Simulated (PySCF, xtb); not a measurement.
HfF4, SMILES [F][Hf]([F])([F])[F], multiplicity 1.

GFN2-xTB run with xtb at its own geometry gives an orbital gap of 6.23 eV and a dipole moment of 0.00 D.

Geometry: B3LYP-D3(BJ)/def2-SVP. The spin state was assumed, not searched. The isomer is the one that the SMILES or the coordinates give; other isomers of the formula were not compared. The def2 effective core potentials stand for the cores of Hf; spin–orbit coupling is left out.

Question: What does PBE0/def2-TZVP in PySCF give? (An estimate is asked for; the answer gives what the named calculation found.)

Answer: gap 11.20 eV (levels -12.16 and -0.96 eV), dipole 0.00 D.
